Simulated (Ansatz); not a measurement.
Reaction (isomerisation): `O[SiH]1C=C1` → `C#CO[SiH3]`

Calculated with Ansatz (gas phase, PBE0-D4/def2-TZVP geometries, no zero-point term in ΔE). CBS: MP2 limit from def2 TZ/QZ plus the TZ coupled-cluster correction, frozen cores. DFT in def2-TZVPP. Each species was taken in one conformer, which may not be the lowest.

`O[SiH]1C=C1`:

Z-matrix (Å, degrees):
```
Si
C 1 1.791
C 1 1.791 2 44.2
O 1 1.640 2 125.2 3 -106.6
H 1 1.472 2 124.2 3 106.0
H 2 1.085 1 158.8 3 177.9
H 3 1.085 1 158.8 2 -177.8
H 4 0.959 1 117.0 2 27.4
```

`C#CO[SiH3]`:

Cartesian coordinates in Å:
```
C -1.168 -0.789 1.797
C -0.407 -0.789 0.871
O 0.418 -0.811 -0.123
Si 0.687 0.537 -1.092
H -1.839 -0.798 2.620
H 1.679 0.075 -2.084
H 1.216 1.638 -0.255
H -0.587 0.937 -1.732
```

```tsv
level	ΔE (kcal/mol)
PBE-D4	28.4
CAM-B3LYP-D4	24.4
ωB97X-V	27.7
ωB97M-V	28.3
PBE	28.2
CAM-B3LYP	24.2
LC-ωPBE	29.9
SCS-MP2/def2-QZVPP	25.4
```

Problem. What does CCSD(T)/CBS give? (Estimate.)

Solution. The calculation gave: +27.7 kcal/mol. The listed levels differ from it by 0.7, -3.3, 0.0, 0.6, 0.5, -3.5, 2.2, -2.3 kcal/mol.

Largest T1 diagnostic among the species: 0.013.

In def2-TZVPP, CCSD(T) changes the Hartree–Fock value by +6.0 kcal/mol (the triples alone add +0.5 kcal/mol) and MP2 by +6.8 kcal/mol. From r2SCAN to r2SCAN0 (25 % exact exchange), in def2-TZVPP and without D4, ΔE moves by +1.0 kcal/mol.
